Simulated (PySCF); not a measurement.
## ZnCl and its ions

UHF; basis Zn def2-TZVPPD, Cl def2-TZVPPD; no relativity; PySCF 2.14. Neutral (UHF): doublet (σ ↑), Re = 2.188 Å, ωe = 381 cm⁻¹, De = 2.00 eV, HOMO -8.85 eV, LUMO -0.18 eV.

ZnCl⁺ (RHF): singlet (closed shell), Re = 2.075 Å, ωe = 481 cm⁻¹, De = 1.32 eV to Zn⁺ + Cl. The energies at the minima are -2237.35769 hartree for ZnCl and -2237.05218 for ZnCl⁺.

(1) Work out the adiabatic ionisation energy, without and with harmonic zero-point energies (1 hartree = 27.2114 eV, 1 eV = 8065.5 cm⁻¹), and the change of the bond length.

ZnCl⁻ (RHF): singlet (closed shell), Re = 2.552 Å, ωe = 162 cm⁻¹. The energies at the minima are -2237.35769 hartree for ZnCl and -2237.39270 for ZnCl⁻.

(2) Work out the adiabatic electron affinity, without and with harmonic zero-point energies (1 hartree = 27.2114 eV, 1 eV = 8065.5 cm⁻¹), and the change of the bond length.

For an ion De counts to the pair picked by the measured ionisation energies or electron affinities, which need not be the lowest pair at this level. Where the molecule has an RHF reference, its open-shell atoms are computed with UHF. Hartree–Fock leaves out correlation, which carries a large part of most bond energies and some tenths to 1 eV of ionisation energies. States were picked by a PBE0 search and need not be the measured ground states.

Neutral and ion stand on different kinds of reference determinant, which adds to the error of the difference.

## Answers

(1) At HF: 0.30551 hartree = 8.313 eV between the minima; the zero-point term (481.0 − 381.0)/2 cm⁻¹ = +0.006 eV makes it 8.320 eV. Re changes by -11.3 pm against the neutral. The electron leaves a σ orbital; in so polar a molecule the change of length follows mostly from the change of the ionic charges.

(2) At HF: 0.03501 hartree = 0.953 eV between the minima; the zero-point term (381.0 − 162.0)/2 cm⁻¹ = +0.014 eV makes it 0.966 eV. Re changes by +36.4 pm against the neutral. The electron enters a σ orbital, and the ion is left as a loose complex of an ion and an atom.
